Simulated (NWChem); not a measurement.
AgNH₃I; SMILES [NH3]->[Ag][I]

```xyz
6

Ag     0.0003    -1.0920     0.0000
I     -0.0005     1.4799     0.0000
N      0.0032    -3.2932     0.0001
H      0.8505    -3.6710    -0.4235
H     -0.7859    -3.6746    -0.5212
H     -0.0523    -3.6729     0.9449
```
Atoms are numbered in this order, from 1.

Level: PBE0/def2-SVP with def2 effective core potentials on Ag, I (NWChem), optimised geometry, unscaled harmonic frequencies. def2 effective core potentials on Ag, I; no spin-orbit coupling.

Problem. List the harmonic frequencies with IR intensities, and the thermochemistry.

Solution. 
```csv
frequency (cm⁻¹),IR intensity (km/mol)
75,5.3
75,5.3
196,7.5
355,5.6
562,37.7
562,37.7
1188,112.1
1634,21.7
1635,21.7
3512,21.2
3634,51.9
3634,51.9
```

| Item | Value |
|---|---|
| zero-point energy | 24.4 kcal/mol |
| thermal correction to the enthalpy at 298.15 K (with zero-point energy) | 28.6 kcal/mol |
| heat capacity Cv | 15.8 cal/(mol K) |
| entropy at 298.15 K and 1 atm (symmetry number 3) | 78.0 cal/(mol K) |

Rigid rotor and harmonic oscillator; modes under 100 cm⁻¹ make the entropy uncertain.
